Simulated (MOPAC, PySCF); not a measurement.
Bond stretch in OLi (cation, charge +1), lowest singlet found (which spin is the ground state isn't settled by this scan).

Computed with: RKS-LDA (SVWN5)/6-31G* = restricted LDA (SVWN5)/6-31G*, spherical d (PySCF); PM7, restricted, heats of formation (MOPAC); AM1, restricted, heats of formation (MOPAC).

Energies are in kJ/mol, each relative to the lowest point of its own curve between 1.69 and 2.60 Å, where full CI is lowest.

```csv
R / Å,RKS-LDA (SVWN5)/6-31G*,PM7,AM1
1.52,110.7,67.4,132.0
1.60,68.2,46.5,85.3
1.69,37.4,28.9,48.0
1.75,23.9,20.2,30.4
1.84,10.8,10.7,12.7
1.90,5.6,6.4,5.6
1.97,1.9,3.0,1.1
2.01,0.8,1.7,0.0
2.10,0.0,0.1,0.5
2.18,0.8,0.0,3.5
2.33,4.6,1.7,12.8
2.43,8.1,3.7,20.1
2.60,14.7,7.7,32.6
2.84,24.1,13.0,47.4
```

At the longest distance, 2.84 Å, AM1 lies highest above its minimum (47.4 kJ/mol) and PM7 lowest (13.0 kJ/mol).

The scan ran from 1.39 to 6.63 Å; beyond the distances shown full CI changes its symmetry label. The restricted form behind RKS-LDA (SVWN5)/6-31G*, PM7, AM1 keeps the bonding electrons paired and can't separate into open-shell fragments.
